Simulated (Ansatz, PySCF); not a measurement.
Reaction (SMILES): CB(C)O [dimethylborinic acid] -> CB(C)[O] + H atom (the H-O bond at the site shown breaks; other sites are not compared here)
Structures are relaxed separately at B3LYP-D3(BJ)/def2-TZVP in Ansatz (a first-principles code), one conformer each, not searched for the lowest.

Quantity: bond dissociation energy (enthalpy at 298 K, with B3LYP-D3(BJ) rigid-rotor harmonic-oscillator terms from PySCF), in eV. Valence correlation only, unless marked. Open shells are spin-unrestricted. Spin-orbit coupling is left out. No relativistic terms. Basis-set limits of correlation are two-point, X^-3; Hartree-Fock from the larger set.

```csv
level,program,bond dissociation energy (eV)
HF/aug-cc-pVTZ,Ansatz,3.23
PBE/def2-TZVPD,Ansatz,4.09
B3LYP-D3(BJ)/def2-TZVPD,Ansatz + dftd3,4.26
B3LYP/def2-TZVPD,Ansatz,4.23
```

Problem. Predict the CCSD(T)/CBS(aug-cc-pVTZ,aug-cc-pVQZ) result (Ansatz).

Solution. 4.56 eV
